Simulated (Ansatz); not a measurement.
Ansatz (a program for electronic structure) job for AlF4, SMILES [F][Al-]([F])([F])[F], charge -1, PBE0-D3(BJ)/def2-SVPD. 

Ansatz 0.2 input:
```yaml
crystal:
  periodic: [false, false, false]
  atoms:
    - {symbol: Al, position_ang: [-0.00000000, -0.00000000, 0.00000000]}
    - {symbol: F, position_ang: [0.97199214, 0.97199214, -0.97199214]}
    - {symbol: F, position_ang: [-0.97199214, 0.97199214, 0.97199214]}
    - {symbol: F, position_ang: [-0.97199213, -0.97199214, -0.97199214]}
    - {symbol: F, position_ang: [0.97199213, -0.97199214, 0.97199214]}
basis:
  gaussian:
    orbitals: def2-SVPD
hamiltonian:
  xc: pbe0
  dispersion: d3bj
total_charge: -1
relax: {f_tol: 0.002, max_steps: 200}
```

Log of the run:

```
Functional definition: PBE0
integrals: 0.05 GiB planned
985 factors; their error is unknown
mean field: 0.41 GiB planned
mean field evaluation 1: about -17451.1333 eV, gradient 2.4e1 eV
mean field evaluation 2: about -17450.3698 eV, gradient 3.5e1 eV
mean field evaluation 4: about -17452.0956 eV, gradient 1.8e-1 eV
mean field evaluation 8: about -17452.2311 eV, gradient 1.4e-2 eV
mean field -17452.23110347 eV, -641.3576635052 hartree, gradient 2.7e-5 eV, S^2 0.000000; 0 other end points of the search recorded, 0 dependent functions left out
the calculation of the forces begins
reference -17452.23113529 eV, -641.3576646748 hartree; 25, 25 occupied and 91, 91 virtual orbitals, 985 factors
relax step   1: F+E_penalty+E_count = -17452.28044266 eV  Δ(F+E_penalty+E_count) = +0.000e0 eV  max|allowed force component| = 4.409e-1 eV/Å  Δτ_max = 0.0000 Å  (23 SCF iters, accepted)
these checks for a lower state are left out or cut short: starts, cluster_reference, orbital_swaps, neighbouring_geometries, increment
integrals: 0.05 GiB planned
985 factors; their error is unknown
mean field: 0.41 GiB planned
mean field evaluation 16: about -17452.1233 eV, gradient 2.6e-3 eV
mean field -17452.25874962 eV, -641.3586794828 hartree, gradient 4.8e-5 eV, S^2 0.000000; 0 other end points of the search recorded, 0 dependent functions left out
the calculation of the forces begins
reference -17452.25878157 eV, -641.3586806568 hartree; 25, 25 occupied and 91, 91 virtual orbitals, 985 factors
relax step   2: F+E_penalty+E_count = -17452.30794606 eV  Δ(F+E_penalty+E_count) = -2.750e-2 eV  max|allowed force component| = 2.513e-1 eV/Å  Δτ_max = 0.0115 Å  (24 SCF iters, accepted)
these checks for a lower state are left out or cut short: starts, cluster_reference, orbital_swaps, neighbouring_geometries, increment
integrals: 0.05 GiB planned
985 factors; their error is unknown
mean field: 0.41 GiB planned
mean field -17452.27295268 eV, -641.3592014355 hartree, gradient 4.7e-5 eV, S^2 0.000000; 0 other end points of the search recorded, 0 dependent functions left out
the calculation of the forces begins
reference -17452.27298482 eV, -641.3592026166 hartree; 25, 25 occupied and 91, 91 virtual orbitals, 985 factors
relax step   3: F+E_penalty+E_count = -17452.32195051 eV  Δ(F+E_penalty+E_count) = -1.400e-2 eV  max|allowed force component| = 1.145e-2 eV/Å  Δτ_max = 0.0156 Å  (24 SCF iters, accepted)
these checks for a lower state are left out or cut short: starts, cluster_reference, orbital_swaps, neighbouring_geometries, increment
integrals: 0.05 GiB planned
985 factors; their error is unknown
mean field: 0.41 GiB planned
mean field -17452.27299330 eV, -641.3592029282 hartree, gradient 6.0e-5 eV, S^2 0.000000; 0 other end points of the search recorded, 0 dependent functions left out
the calculation of the forces begins
reference -17452.27302545 eV, -641.3592041097 hartree; 25, 25 occupied and 91, 91 virtual orbitals, 985 factors
relax step   4: F+E_penalty+E_count = -17452.32198121 eV  Δ(F+E_penalty+E_count) = -3.070e-5 eV  max|allowed force component| = 1.396e-4 eV/Å  Δτ_max = 0.0008 Å  (18 SCF iters, accepted)
integrals: 0.05 GiB planned
985 factors; their error is unknown
mean field: 0.41 GiB planned
mean field evaluation 32: about -17452.1381 eV, gradient 1.0e-1 eV
mean field -17452.27299330 eV, -641.3592029282 hartree, gradient 6.0e-5 eV, S^2 0.000000; 1 other end points of the search recorded, 0 dependent functions left out
the calculation of the forces begins
reference -17452.27302545 eV, -641.3592041097 hartree; 25, 25 occupied and 91, 91 virtual orbitals, 985 factors
Total energy: -17452.32201336 eV, -641.3610043823 hartree
Atom 0 at    -0.000000    -0.000000    -0.000000 Å, force    -0.000000     0.000000     0.000000 eV/Å
Atom 1 at     0.988068     0.988068    -0.988068 Å, force     0.000140     0.000140    -0.000140 eV/Å
Atom 2 at    -0.988068     0.988068     0.988068 Å, force    -0.000140     0.000140     0.000140 eV/Å
Atom 3 at    -0.988068    -0.988068    -0.988068 Å, force    -0.000140    -0.000140    -0.000140 eV/Å
Atom 4 at     0.988068    -0.988068     0.988068 Å, force     0.000140    -0.000140     0.000140 eV/Å
Dipole moment:    -0.000000    -0.000000    -0.000000 e Å
```

The run converged.
